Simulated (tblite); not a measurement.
Compound: C4BrF3O3S.
SMILES with atom numbers: `[O:1]=[c:2]1[c:3]([Br:4])[c:5]1[S:6](=[O:7])(=[O:8])[C:9]([F:10])([F:11])[F:12]`

Computed with GFN2-xTB (tblite), gas phase: L-BFGS steps from a force-field or distance-geometry start until the largest atomic force falls under 0.01 eV/Å.

Step 13: E = -1146.3461 eV
```
atom  x, y, z in Å  |  force x, y, z in eV/Å
O1      2.0479    1.8039   -0.2002    0.178  -0.317  -0.211
C2      1.7285    0.6887   -0.4132   -0.076   0.200   0.124
C3      1.7845   -0.7310   -0.1367    0.079   0.048  -0.098
Br4     2.2256   -2.1804    0.8677    0.095  -0.031  -0.031
C5      0.7797   -0.2711   -0.9374   -0.075   0.181   0.057
S6     -0.9678   -0.5929   -0.7914    0.284   0.042   0.006
O7     -1.8188   -0.1242   -1.8243    0.158  -0.080  -0.031
O8     -1.0953   -1.9028   -0.2521   -0.169   0.023  -0.024
C9     -1.1299    0.6295    0.6550   -0.182  -0.100  -0.015
F10    -2.3534    0.4454    1.1226    0.046   0.192   0.181
F11    -0.2357    0.3450    1.6071   -0.243   0.072  -0.041
F12    -0.9641    1.8894    0.2770   -0.096  -0.230   0.083
```

Step 14: E = -1146.3624 eV
```
atom  x, y, z in Å  |  force x, y, z in eV/Å
O1      2.0735    1.8064   -0.2153    0.034  -0.544  -0.213
C2      1.7262    0.6933   -0.4073    0.054   0.280   0.074
C3      1.7795   -0.7303   -0.1361    0.178   0.137  -0.010
Br4     2.2331   -2.1813    0.8550    0.112  -0.088   0.000
C5      0.7683   -0.2658   -0.9196   -0.013   0.279  -0.020
S6     -0.9700   -0.5984   -0.7884    0.277   0.094   0.137
O7     -1.7995   -0.1212   -1.8323    0.030  -0.112  -0.097
O8     -1.0973   -1.9086   -0.2492   -0.204   0.042  -0.075
C9     -1.1421    0.6268    0.6577   -0.142  -0.106  -0.029
F10    -2.3650    0.4507    1.1323    0.126   0.209   0.161
F11    -0.2391    0.3428    1.6039   -0.312   0.070  -0.026
F12    -0.9662    1.8847    0.2733   -0.140  -0.261   0.098
```

Step 15: E = -1146.3848 eV
```
atom  x, y, z in Å  |  force x, y, z in eV/Å
O1      2.1148    1.8062   -0.2418   -0.119  -0.641  -0.167
C2      1.7241    0.7013   -0.3992    0.245   0.300  -0.010
C3      1.7746   -0.7261   -0.1316    0.211   0.222   0.036
Br4     2.2473   -2.1860    0.8338    0.114  -0.114   0.010
C5      0.7508   -0.2520   -0.8903    0.203   0.255  -0.044
S6     -0.9703   -0.6043   -0.7823    0.083   0.131   0.203
O7     -1.7698   -0.1200   -1.8449   -0.083  -0.148  -0.134
O8     -1.1044   -1.9160   -0.2467   -0.194   0.072  -0.130
C9     -1.1627    0.6199    0.6600   -0.086  -0.076  -0.005
F10    -2.3810    0.4621    1.1496    0.135   0.187   0.136
F11    -0.2496    0.3403    1.5987   -0.328   0.024   0.046
F12    -0.9724    1.8738    0.2688   -0.182  -0.213   0.059
```

Step 16: E = -1146.4048 eV
```
atom  x, y, z in Å  |  force x, y, z in eV/Å
O1      2.1514    1.8018   -0.2679   -0.126  -0.411  -0.088
C2      1.7259    0.7089   -0.3937    0.362   0.194  -0.085
C3      1.7728   -0.7187   -0.1251    0.264   0.130   0.107
Br4     2.2626   -2.1935    0.8142    0.088  -0.061  -0.023
C5      0.7399   -0.2355   -0.8632    0.248   0.116  -0.074
S6     -0.9703   -0.6070   -0.7757   -0.090   0.131   0.165
O7     -1.7451   -0.1230   -1.8560   -0.147  -0.139  -0.155
O8     -1.1147   -1.9202   -0.2473   -0.141   0.062  -0.136
C9     -1.1822    0.6117    0.6608   -0.057  -0.015   0.057
F10    -2.3932    0.4756    1.1674    0.042   0.127   0.118
F11    -0.2646    0.3383    1.5950   -0.259  -0.048   0.138
F12    -0.9812    1.8609    0.2657   -0.184  -0.088  -0.024
```

Problem. Estimate the geometry and energy of step 17. (The exact step hangs on the optimiser's Hessian estimate; all steps are aligned on step 16, rigid shifts and turns removed.)

Solution. E = -1146.4237 eV, largest force 0.380 eV/Å
```
atom  x, y, z in Å  |  force x, y, z in eV/Å
O1      2.1873    1.7959   -0.2953   -0.003   0.035  -0.008
C2      1.7344    0.7166   -0.3907    0.339  -0.089  -0.147
C3      1.7756   -0.7093   -0.1142    0.203   0.035   0.076
Br4     2.2801   -2.2038    0.7936    0.055   0.015  -0.055
C5      0.7337   -0.2174   -0.8366    0.276  -0.095  -0.007
S6     -0.9724   -0.6066   -0.7679   -0.203   0.087   0.000
O7     -1.7250   -0.1298   -1.8685   -0.137  -0.113  -0.092
O8     -1.1282   -1.9228   -0.2508   -0.065   0.061  -0.112
C9     -1.2024    0.6034    0.6622   -0.057   0.064   0.135
F10    -2.4045    0.4908    1.1866   -0.108   0.054   0.104
F11    -0.2839    0.3351    1.5940   -0.146  -0.114   0.214
F12    -0.9934    1.8471    0.2618   -0.153   0.059  -0.108
```

The energy changes by -0.0189 eV. The first-order estimate −F·Δx gives -0.0264 eV and the mean of the old and new forces, exact on a quadratic surface, -0.0191 eV. The step makes an angle of 71° with the force vector and moves no atom by more than 0.045 Å.

The cost below is that of the whole relaxation. The run took 0.56 s wall on one thread, Arm Neoverse V2 (aarch64), on a shared host.
